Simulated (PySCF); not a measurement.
ClK (SMILES [Cl][K]), singlet, geometry from GFN2-xTB (such geometries of metal compounds can be far from the true shape), atoms displaced at random by about 0.1 Å a coordinate. Base run: PBE0/6-31G (PySCF).

PySCF was given this input:
```python
from pyscf import gto, scf, dft
from pyscf.geomopt import geometric_solver

mol = gto.M(
    atom='''
K    -0.04890037   -0.10596958   -1.30965013
Cl    0.00215939   -0.01282848    1.36387516
''',
    basis='6-31g',
    verbose=3,
)

def method(m):
    mf = dft.RKS(m)
    mf.xc = 'pbe0'
    return mf

conv, mol_eq = geometric_solver.kernel(method(mol), maxsteps=100)
print('optimisation converged:', conv)
print(mol_eq.tostring(format='xyz'))
mf = method(mol_eq)
mf.kernel()
```

Each row names what was changed in the base input (with any setting that the change needs).

```json
[
 {"change": "base", "ΔE vs base (kcal/mol)": "0.000", "optimiser steps": "5", "core-seconds (rough)": "9"},
 {"change": "coordsys = prim", "ΔE vs base (kcal/mol)": "0.000", "optimiser steps": "5", "core-seconds (rough)": "10"},
 {"change": "coordsys = hdlc", "ΔE vs base (kcal/mol)": "0.000", "optimiser steps": "5", "core-seconds (rough)": "9"},
 {"change": "convergence_set = GAU_TIGHT", "ΔE vs base (kcal/mol)": "0.000", "optimiser steps": "12", "core-seconds (rough)": "20"},
 {"change": "trust = 0.02", "ΔE vs base (kcal/mol)": "0.000", "optimiser steps": "6", "core-seconds (rough)": "10"},
 {"change": "coordsys = dlc", "ΔE vs base (kcal/mol)": "0.000", "optimiser steps": "5", "core-seconds (rough)": "9"},
 {"change": "convergence_set = TURBOMOLE", "ΔE vs base (kcal/mol)": "0.000", "optimiser steps": "5", "core-seconds (rough)": "8"}
]
```
